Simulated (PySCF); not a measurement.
From one molecule to another.

First species: C5H3OP.
SMILES with atom numbers: `[P:1]#[C:2][c:3]1[cH:4][cH:5][o:6][cH:7]1` (hydrogens: H8 on C4; H9 on C5; H10 on C7)

Second species: C7H6O2.
Cartesian coordinates in Å at the GFN2-xTB level; atoms count from 1:
```
atom  x, y, z in Å
O1     2.6014   -1.4133    0.0590
C2     2.0541   -0.3417   -0.0276
O3     2.7508    0.8002   -0.1558
C4     0.5896   -0.1398   -0.0054
C5    -0.2314   -1.2581    0.1270
C6    -1.6042   -1.1078    0.1524
C7    -2.1638    0.1561    0.0460
C8    -1.3502    1.2705   -0.0863
C9     0.0245    1.1287   -0.1125
H10    3.7000    0.6019   -0.1636
H11    0.2292   -2.2312    0.2082
H12   -2.2407   -1.9738    0.2551
H13   -3.2373    0.2732    0.0657
H14   -1.7916    2.2526   -0.1687
H15    0.6652    1.9905   -0.2153
```

Levels: B3LYP/def2-SVPD for dipole moment, HOMO energy, LUMO energy, HOMO–LUMO gap, static isotropic polarisability and electronic spatial extent ⟨r²⟩ about the centre of nuclear charge; TDDFT B3LYP/def2-SVPD for lowest singlet excitation; TDA B3LYP/def2-SVPD for lowest triplet excitation (Tamm–Dancoff); GFN2-xTB for rotational constant A and rotational constant C. Geometries: GFN2-xTB. Each species is one conformer at its optimised geometry, gas phase, non-relativistic unless stated. Electronic properties by PySCF.

The conformers computed, where there is a choice (atom-mapped SMILES and torsion angles):
- `[O:1]=[C:2]([OH:3])[c:4]1[cH:5][cH:6][cH:7][cH:8][cH:9]1`: O1–C2–C4–C5 0°, H–O3–C2–O1 0°

Values for the first species:

```
Dipole moment                                                     : 1.34 D
HOMO energy                                                       : -6.43 eV
LUMO energy                                                       : -1.80 eV
HOMO–LUMO gap                                                     : 4.63 eV
Lowest singlet excitation                                         : 3.81 eV
Lowest triplet excitation (Tamm–Dancoff)                          : 2.69 eV
Static isotropic polarisability                                   : 89.5 au
Electronic spatial extent ⟨r²⟩ about the centre of nuclear charge : 1013 bohr²
Rotational constant A                                             : 9.494 GHz
Rotational constant C                                             : 1.021 GHz
```

(1) Estimate the same properties for the second species, and the change in each.

Answers

(1) 
```csv
property,first,second,second less first
dipole moment,1.34 D,2.20 D,+0.86 D
HOMO energy,-6.43 eV,-7.50 eV,-1.07 eV
LUMO energy,-1.80 eV,-1.77 eV,+0.03 eV
HOMO–LUMO gap,4.63 eV,5.73 eV,+1.10 eV
lowest singlet excitation,3.81 eV,4.85 eV,+1.04 eV
lowest triplet excitation (Tamm–Dancoff),2.69 eV,3.85 eV,+1.16 eV
static isotropic polarisability,89.5 au,87.7 au,-1.8 au
electronic spatial extent ⟨r²⟩ about the centre of nuclear charge,1013 bohr²,1168 bohr²,+155 bohr²
rotational constant A,9.494 GHz,3.925 GHz,-5.569 GHz
rotational constant C,1.021 GHz,0.941 GHz,-0.080 GHz
```

On the first: The vertical singlet–triplet gap S1 − T1 is 1.12 eV (TDDFT singlet less Tamm–Dancoff triplet; S1: HOMO→LUMO+1, weight 0.90; T1: HOMO→LUMO, weight 0.92). The dipole matches unit charges of opposite sign 0.28 Å apart (1 e·Å = 4.8032 D).

On the second: The vertical singlet–triplet gap S1 − T1 is 1.00 eV (TDDFT singlet less Tamm–Dancoff triplet; S1: HOMO−2→LUMO, weight 0.97; T1: HOMO−1→LUMO, weight 0.62). The principal polarisabilities are 50.5, 94.3 and 118.3 au; their mean is the isotropic value.
